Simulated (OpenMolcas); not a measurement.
A run on Ir3+ among 6 point charges of -1.7 e arranged as a trigonal antiprism (D3d), 1.78 Å from the ion, with a polar angle of 69.0° against the regular 54.74°.

| Item | Value |
| --- | --- |
| Program | OpenMolcas 26.06 |
| Method | SS-CASPT2, IPEA 0.25 Eh, imaginary shift 0.1 Eh (closed shells correlated: 5s 5p) |
| Basis | ANO-RCC-VDZP [7s6p4d2f] |
| Scalar Hamiltonian | DKH2, point nucleus |
| Active space | 6 electrons in 5 orbitals (5d) |
| State averaging | 2S+1 = 5 even, 5 roots; 2S+1 = 3 even, 45 roots; 2S+1 = 1 even, 50 roots |
| Spin-orbit coupling | RASSI with atomic mean-field integrals over the reference wave functions |

First CASPT2 step and the start of its output:

```
&CASPT2
Multistate=5 1 2 3 4 5
NoMult
Frozen=14 16
IPEA=0.25
Imaginary=0.1
MaxIter=60
WThr=0.0 0.3 0.05
PrWF=0.5
NoMix
```

```
--- CASPT2 ---
Orbital specifications:
      -----------------------

      Symmetry species                           1   2
                                                ag  au
      Frozen orbitals                           14  16
      Inactive orbitals                          1   3
      Active orbitals                            5   0
      Secondary orbitals                         7  13
      Deleted orbitals                           0   0
      Number of basis functions                 27  32
Type of calculation                        SS-CASPT2
      Fock operator                              state-specific
      IPEA shift                                 0.25
      Real shift                                 0.00
      Imaginary shift                            0.10
      The input orbitals will be transformed to quasi-canonical
Reference energy:      -17818.1267890815
      E2 (Non-variational):      -0.2467166330
      Shift correction:          -0.0006799712
      E2 (Variational):          -0.2473966041
      Total energy:          -17818.3741856856
      Residual norm:              0.0000001024
      Reference weight:           0.91954
      Contributions to the CASPT2 correlation energy
      Active & Virtual Only:         -0.0947870876
      One Inactive Excited:          -0.1018133924
      Two Inactive Excited:          -0.0501161530
Reference energy:      -17818.0293267864
      E2 (Non-variational):      -0.2185956302
      Shift correction:          -0.0001947089
      E2 (Variational):          -0.2187903391
      Total energy:          -17818.2481171255
      Residual norm:              0.0000007821
      Reference weight:           0.94777
      Contributions to the CASPT2 correlation energy
      Active & Virtual Only:         -0.0730480458
...
```

Over all roots the printed reference weights run from 0.69 to 0.95, and roots that are degenerate in the reference spread by up to 210 cm-1.

Did the run give usable levels, and if not, why?

No. The equations converged, but the reference weight falls to 0.69 for at least one root against 0.95 for the best. A drop of that size marks an intruder state, so the energies of such roots and the levels built on them can't be trusted.
